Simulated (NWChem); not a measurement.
System meant: CH₃Zn, doublet; SMILES [CH3][Zn]

NWChem input:

```
start job
memory heap 200 mb stack 700 mb global 900 mb
geometry units angstroms noautoz
  Zn     0.000000     0.000000    -0.396020
  C      0.000000     0.000000     1.621075
  H      0.735274     0.735274     1.983280
  H      0.269129    -1.004403     1.983280
  H     -1.004403     0.269129     1.983280
end
basis spherical
  * library def2-svp
end
dft
  odft
  mult 2
  xc b3lyp
  iterations 4
  mulliken
end
task dft energy
```

End of the output:

```
     --------------------------
     Expectation value of S2:
     --------------------------
      <S2> =      0.7541 (Exact =     0.7500)

 center of mass
 --------------
 x =   0.00000000 y =  -0.00000000 z =  -0.18075661

 moments of inertia (a.u.)
 ------------------
         196.721424514619          -0.000000000000          -0.000000000000
          -0.000000000000         196.721424514619           0.000000000000
          -0.000000000000           0.000000000000          11.674344179415

     Multipole analysis of the density
     ---------------------------------

     L   x y z        total         alpha         beta         nuclear
     -   - - -        -----         -----         ----         -------
     0   0 0 0     -0.000000    -20.000000    -19.000000     39.000000

     1   1 0 0     -0.000000     -0.000000     -0.000000      0.000000
     1   0 1 0     -0.000000     -0.000000     -0.000000     -0.000000
     1   0 0 1     -0.113974      0.386449     -0.500423      0.000000

     2   2 0 0    -16.102636    -12.134673     -9.759814      5.791851
     2   1 1 0     -0.000000     -0.000000      0.000000      0.000000
     2   1 0 1      0.000000      0.000000     -0.000000      0.000000
     2   0 2 0    -16.102636    -12.134673     -9.759814      5.791851
     2   0 1 1     -0.000000      0.000000     -0.000000     -0.000000
     2   0 0 2    -17.954951    -70.080653    -61.802113    113.927814

 ------------------------------------------------------------------------
 dft energy failed                                                                                  0
 ------------------------------------------------------------------------
 ------------------------------------------------------------------------
  current input line :
    20: task dft energy
 ------------------------------------------------------------------------
 ------------------------------------------------------------------------
 This type of error is most commonly associated with calculations not reaching convergence criteria
 ------------------------------------------------------------------------
 For more information see the NWChem manual at https://nwchemgit.github.io

0:dft energy failed:Received an Error in Communication
```

What is wrong, and how is it mended?

Convergence was not reached. Cause: the SCF was allowed too few iterations. This input runs:
```
start job
memory heap 200 mb stack 700 mb global 900 mb
geometry units angstroms noautoz
  Zn     0.000000     0.000000    -0.396020
  C      0.000000     0.000000     1.621075
  H      0.735274     0.735274     1.983280
  H      0.269129    -1.004403     1.983280
  H     -1.004403     0.269129     1.983280
end
basis spherical
  * library def2-svp
end
dft
  odft
  mult 2
  xc b3lyp
  iterations 150
  mulliken
end
task dft energy
```
It converges to -1819.02090 Ha (B3LYP/def2-SVP, spin-unrestricted).
